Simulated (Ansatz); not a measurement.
Relaxation of CH$_{6}$SSeSi (10 atoms, charge 0, multiplicity 1), to a largest force component of 0.015 eV/Å in at most 40 steps.

All numbers below come from Ansatz 0.2.0, RKS B3LYP-D4/def2-SVP.

```xyz
10
Properties=species:S:1:pos:R:3
C -1.181 1.071 -0.533
Se -0.322 1.022 1.172
Si 0.464 -1.061 0.714
S -1.200 -2.355 0.044
H -0.489 1.049 -1.388
H -1.773 2.096 -0.618
H -1.931 0.285 -0.629
H 1.112 -1.628 1.826
H 1.437 -0.938 -0.457
H -1.511 -1.475 -0.966
```

Where does it end, and by what steps?

It converged. The force dipped under the threshold on the way, but the program's further checks kept it going. After 29 steps the energy has fallen by 0.409 eV; H10 moved furthest, 1.46 Å.

```
step  energy less start (eV)  largest force component (eV/Å)  accepted
   0                  0.0000                           2.731       yes
   2                 -0.3690                           0.213       yes
   4                 -0.3956                           0.087       yes
   6                 -0.3990                           0.046       yes
   8                 -0.4015                           0.112       yes
  10                 -0.3970                           0.534        no
  12                 -0.4036                           0.009       yes
  14                 -0.4049                           0.064       yes
  16                 -0.4056                           0.134       yes
  18                 -0.4064                           0.017       yes
  20                 -0.4065                           0.015       yes
  22                 -0.4071                           0.111       yes
  24                 -0.4079                           0.023       yes
  26                 -0.4079                           0.028       yes
  28                 -0.4080                           0.139        no
  29                 -0.4085                           0.012       yes
```

```xyz
10
Properties=species:S:1:pos:R:3
C -1.246 1.426 -0.534
Se -0.242 1.050 1.128
Si 0.360 -1.090 0.614
S -1.400 -2.280 0.166
H -0.556 1.561 -1.377
H -1.804 2.355 -0.358
H -1.945 0.603 -0.733
H 1.082 -1.582 1.818
H 1.245 -1.179 -0.583
H -0.888 -2.797 -0.975
```

Run time: 71 s on 2 threads of Intel(R) Xeon(R) 6975P-C (Granite Rapids), with other jobs on the host, peak memory 0.29 GiB.
